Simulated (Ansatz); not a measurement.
ClH4N2STa, SMILES [Cl][Ta](=[S])([NH2])[NH2], multiplicity 1.

Geometry: B3LYP-D3(BJ)/def2-SVP. The multiplicity is an assumed one; no other spin state was optimised. The structure was generated by enumeration; whether it is a known compound was not checked. The def2 effective core potentials stand for the cores of Ta; spin–orbit coupling is left out. The values are those of a single conformer.

Two levels are set side by side: PBE/def2-SVPD (Ansatz, an electronic-structure program) and PBE0/def2-SVPD (Ansatz). Energy differences of separate SCF runs at the same geometry; the states with an electron removed or added have multiplicity 2 and 2. Differences are taken from unrounded values.

| quantity | PBE |
|---|---|
| vertical ionisation energy (eV) | 9.15 |
| vertical singlet–triplet gap (eV) | 3.85 |

Task: These are the PBE values. What does PBE0 give? (An estimate is asked for; the answer gives what the named calculation found.)

Result: 
```json
[
 {"quantity": "vertical ionisation energy (eV)", "PBE0": "9.49", "PBE minus PBE0": "-0.34"},
 {"quantity": "vertical singlet–triplet gap (eV)", "PBE0": "3.73", "PBE minus PBE0": "0.12"}
]
```
